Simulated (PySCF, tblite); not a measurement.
C11H10.
Cartesian coordinates in Å at the GFN2-xTB level; atoms count from 1:
```xyz
21
C11H10 angstrom
C      4.613    0.360    0.977
C      3.219    0.228    0.616
C      2.060    0.117    0.315
C      0.691   -0.011   -0.026
C      0.341   -0.373   -1.328
C     -0.987   -0.516   -1.724
C     -1.929   -0.280   -0.754
C     -1.583    0.082    0.550
C     -0.285    0.228    0.958
C     -3.022    0.162    0.994
C     -3.406   -0.241   -0.459
H      4.802   -0.145    1.925
H      5.244   -0.084    0.208
H      4.872    1.414    1.082
H      1.133   -0.544   -2.043
H     -1.234   -0.797   -2.737
H      0.006    0.505    1.961
H     -3.354    1.155    1.296
H     -3.307   -0.559    1.759
H     -3.918   -1.198   -0.548
H     -3.965    0.514   -1.011
```

Level of theory: PBE0/pcSseg-1 in PySCF (dipole) on a GFN2-xTB geometry, gas phase.

Masses are those of the commonest isotopes; rigid-rotor values at the optimised geometry. 

Problem. What are A, B and C (GHz)?

Solution. Ia = 136.85, Ib = 926.15, Ic = 1053.48 u·Å²; 505379 MHz·u·Å²/I gives 3693, 545.7 and 479.7 MHz, that is A = 3.6930, B = 0.5457, C = 0.4797 GHz.

Problem. What kind of rotor is it?

Solution. A near-prolate asymmetric top. Ray's parameter κ = (2B − A − C)/(A − C) = -0.959; −1 is the prolate and +1 the oblate limit.

Problem. What does the inertial defect say?

Solution. Not planar: Δ = Ic − Ia − Ib = -9.52 u·Å². For a rigid frame Δ = −2 Σ m c², so Σ m c² = 4.76 u·Å² lies off the ab plane, practically all of it from hydrogen. The atom farthest from that plane is 0.98 Å away.

Problem. Predict some low-J microwave lines.

Solution. The dipole components are |μa| = 0.13 D, |μb| = 0.26 D, |μc| = 0.00 D. Intensities carry the squares of the components, which stand as 0.26 : 1.00 : 0.00 (a : b : c). Some lines, for components of 0.1 D or more:

```
type  branch         J(Ka,Kc)    MHz  lower level (cm⁻¹)
   a       R  1(0,1) ← 0(0,0)   1025               0.000
   b       R  4(0,4) ← 3(1,3)   1104               0.305
   a       R  2(0,2) ← 1(0,1)   2050               0.034
   a       R  3(0,3) ← 2(0,2)   3072               0.103
   b       Q  2(1,1) ← 2(0,2)   3280               0.103
   b       Q  3(1,2) ← 3(0,3)   3383               0.205
   a       R  4(1,4) ← 3(1,3)   3968               0.305
   a       R  4(0,4) ← 3(0,3)   4091               0.205
   a       R  4(2,3) ← 3(2,2)   4101               0.630
   a       R  4(3,1) ← 3(3,0)   4104               1.160
   a       R  4(2,2) ← 3(2,1)   4111               0.630
   b       R  2(1,2) ← 1(0,1)   5132               0.034
   b       Q  4(2,2) ← 4(1,3)   9229               0.459
   b       Q  3(2,1) ← 3(1,2)   9349               0.318
   b       Q  3(2,2) ← 3(1,3)   9739               0.305
   b       R  2(2,1) ← 1(1,0)  11559               0.141
   b       R  2(2,0) ← 1(1,1)  11626               0.139
   b       R  4(2,3) ← 3(1,2)  13445               0.318
   b       R  4(2,2) ← 3(1,3)  13856               0.305
   b       Q  4(3,1) ← 4(2,2)  15890               0.767
   b       Q  3(3,0) ← 3(2,1)  15897               0.630
   b       Q  3(3,1) ← 3(2,2)  15902               0.630
   b       R  4(3,1) ← 3(2,2)  20006               0.630
   b       Q  4(4,0) ← 4(3,1)  22260               1.297
   b       Q  4(4,1) ← 4(3,2)  22260               1.297
```

Its GFN2-xTB frequencies are all real (lowest 27 cm⁻¹). Constants of a rigid frame at the computed geometry: no zero-point averaging, no centrifugal distortion. A rigid rotor knows nothing of internal rotation, which can split or shift real lines.

The run took 53 s wall on one thread, Arm Neoverse V1, no GPU, shared host. This is the PBE0/pcSseg-1 job that gave the dipole, with the shieldings it also computed.
